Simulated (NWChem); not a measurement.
System: CH6F2Si2; SMILES [SiH3][C@@H](F)[SiH2]F

Here is an NWChem input.

```
start job
memory heap 200 mb stack 900 mb global 1100 mb
geometry units angstroms noautoz
  F     -0.951540     1.687542    -0.722829
  Si     0.168977     1.379342     0.417187
  C      0.659577    -0.440640     0.332051
  F      1.603777    -0.633110    -0.680022
  Si    -0.782261    -1.654855     0.033481
  H     -0.449931     1.654021     1.743976
  H      1.349369     2.244495     0.156091
  H      1.129506    -0.698678     1.302707
  H     -0.267873    -3.052462     0.118566
  H     -1.810934    -1.429272     1.094108
  H     -1.373293    -1.417331    -1.312067
end
basis spherical
  * library sto-3g
end
dft
  xc hfexch
  iterations 150
  mulliken
end
task dft energy
```

Output (shortened):

```
             Northwest Computational Chemistry Package (NWChem) 7.3.0
             --------------------------------------------------------

 C1  symmetry detected

                             Geometry "geometry" -> ""
                             -------------------------

 Output coordinates in angstroms (scale by  1.889725989 to convert to a.u.)

  No.       Tag          Charge          X              Y              Z
 ---- ---------------- ---------- -------------- -------------- --------------
    1 F                    9.0000    -0.86194316     1.70995055    -0.74570356
    2 Si                  14.0000     0.19542061     1.36927406     0.44429789
    3 C                    6.0000     0.63159328    -0.46547283     0.38323862
    4 F                    9.0000     1.61415913    -0.69003116    -0.58474280
    5 Si                  14.0000    -0.83288759    -1.63431563     0.02066280
    6 H                    1.0000    -0.47402305     1.66648881     1.74136122
    7 H                    1.0000     1.41319899     2.19614513     0.23624463
    8 H                    1.0000     1.04862967    -0.73589595     1.37447115
    9 H                    1.0000    -0.36732912    -3.04724453     0.13033067
   10 H                    1.0000    -1.90095219    -1.37388126     1.03328188
   11 H                    1.0000    -1.35449012    -1.38146776    -1.35055369

 Effective nuclear repulsion energy (a.u.)     301.3470914310

  xc_inp: hfexch multiplicative factor not found.

                                 NWChem DFT Module
                                 -----------------

 Summary of "ao basis" -> "ao basis" (spherical)
 ------------------------------------------------------------------------------
       Tag                 Description            Shells   Functions and Types
 ---------------- ------------------------------  ------  ---------------------
 F                           sto-3g                  3        5   2s1p
 Si                          sto-3g                  5        9   3s2p
 C                           sto-3g                  3        5   2s1p
 H                           sto-3g                  1        1   1s

            General Information
            -------------------
          SCF calculation type: DFT
          Wavefunction type:  closed shell.
          No. of atoms     :    11
          No. of electrons :    58
           Alpha electrons :    29
            Beta electrons :    29
          Charge           :     0
          Spin multiplicity:     1
          Use of symmetry is: off; symmetry adaption is: off
          Maximum number of iterations: 150
          AO basis - number of functions:    39
                     number of shells:    25
          Convergence on energy requested:  1.00D-06
          Convergence on density requested:  1.00D-05
          Convergence on gradient requested:  5.00D-04

              XC Information
              --------------
                     Hartree-Fock (Exact) Exchange  1.000

      Superposition of Atomic Density Guess
      -------------------------------------

 Sum of atomic energies:        -806.88253428

      Non-variational initial energy
      ------------------------------

 Total energy =    -806.596375
 1-e energy   =   -1733.511743
 2-e energy   =     625.568277
 HOMO         =      -0.114140
 LUMO         =       0.408445

     ---------------------------------------------
      Total Density - Mulliken Population Analysis
     ---------------------------------------------

    Atom       Charge   Shell Charges
 -----------   ------   -------------------------------------------------------
    1 F    9     9.60   2.00  1.94  5.66
    2 Si  14    12.82   2.00  1.99  5.88  1.20  1.75
    3 C    6     5.93   1.99  1.37  2.57
    4 F    9     9.44   2.00  1.93  5.51
    5 Si  14    13.22   2.00  1.99  5.88  1.28  2.07
    6 H    1     1.20   1.20
    7 H    1     1.20   1.20
    8 H    1     0.98   0.98
    9 H    1     1.21   1.21
   10 H    1     1.20   1.20
   11 H    1     1.20   1.20

   convergence    iter        energy       DeltaE   RMS-Dens  Diis-err
 ---------------- ----- ----------------- --------- --------- ---------
 d= 0,ls=0.0,diis     1   -808.0719633799 -1.11D+03  2.58D-02  5.14D-01
 d= 0,ls=0.0,diis     2   -808.1850303165 -1.13D-01  6.53D-03  4.79D-02
 d= 0,ls=0.0,diis     3   -808.1936866909 -8.66D-03  2.32D-03  2.87D-03
 d= 0,ls=0.0,diis     4   -808.1945660969 -8.79D-04  5.71D-04  1.47D-04
 d= 0,ls=0.0,diis     5   -808.1946112245 -4.51D-05  1.03D-04  3.88D-06
  Resetting Diis
 d= 0,ls=0.0,diis     6   -808.1946126114 -1.39D-06  1.30D-05  6.93D-08
 d= 0,ls=0.0,diis     7   -808.1946126355 -2.40D-08  1.89D-06  2.52D-09

         Total DFT energy =     -808.194612635487
      One electron energy =    -1729.444012135124
           Coulomb energy =      688.766631751914
    Exchange-Corr. energy =      -68.864323683290
 Nuclear repulsion energy =      301.347091431013

 Numeric. integr. density =        0.000000000000

                       DFT Final Molecular Orbital Analysis
                       ------------------------------------

 Vector   27  Occ=2.000000D+00  E=-3.872866D-01
              MO Center= -1.7D-01,  1.6D+00,  7.5D-02, r^2= 2.7D+00
   Bfn.  Coefficient  Atom+Function         Bfn.  Coefficient  Atom+Function
  ----- ------------  ---------------      ----- ------------  ---------------
     3      0.517088   1 F  px                5     -0.447421   1 F  pz
    34      0.404518   6 H  s                35     -0.403845   7 H  s
     4      0.187907   1 F  py               12     -0.172652   2 Si px
    14      0.146912   2 Si pz               24      0.123118   4 F  pz
     8      0.078457   2 Si px               36     -0.078402   8 H  s

[...]
```

Level: Hartree-Fock/STO-3G. The geometry was optimised at PBE0/def2-SVP.
